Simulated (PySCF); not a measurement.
Isomers of C5H8FNO, one GFN2-xTB conformer each. Single-point energies are computed at PBE0/pcSseg-1 (PySCF, gas phase, no added dispersion term), electronic only.

```csv
SMILES,GFN2-xTB relative energy (kJ/mol)
C=C(F)NC(=O)CC,10.3
CC(=O)N/C(C)=C\F,0.0
```

Conformers: `[CH2:1]=[C:2]([F:3])[NH:4][C:5](=[O:6])[CH2:7][CH3:8]` with C1–C2–N4–C5 0°, C2–N4–C5–O6 0°, N4–C5–C7–C8 180°; `[CH3:1][C:2](=[O:3])[NH:4]/[C:5]([CH3:6])=[CH:7]\[F:8]` with C1–C2–N4–C5 180°, C2–N4–C5–C6 0°.

Question: What does PBE0/pcSseg-1 give for the same structures?

Answer: 
```tsv
SMILES	PBE0/pcSseg-1 E (Eh)	PBE0/pcSseg-1 (kJ/mol)	GFN2-xTB (kJ/mol)	point group
C=C(F)NC(=O)CC	-424.65078	0.0	10.3	Cs
CC(=O)N/C(C)=C\F	-424.64905	4.5	0.0	Cs
```

GFN2-xTB puts CC(=O)N/C(C)=C\F lowest instead. Neighbours under 10 kJ/mol apart (C=C(F)NC(=O)CC and CC(=O)N/C(C)=C\F) can change places with a better method, another conformer or zero-point energy.

Question: Which frontier levels, dipoles and rotational constants go with these structures?

Answer: 
```
          SMILES  HOMO (eV, PBE0/pcSseg-1)  LUMO (eV)  dipole (D)      A, B, C (MHz)
  C=C(F)NC(=O)CC                     -6.83      -0.23        3.08  5254, 1066, 896.2
CC(=O)N/C(C)=C\F                     -6.43      -0.02        1.60  3279, 1365, 975.5
```
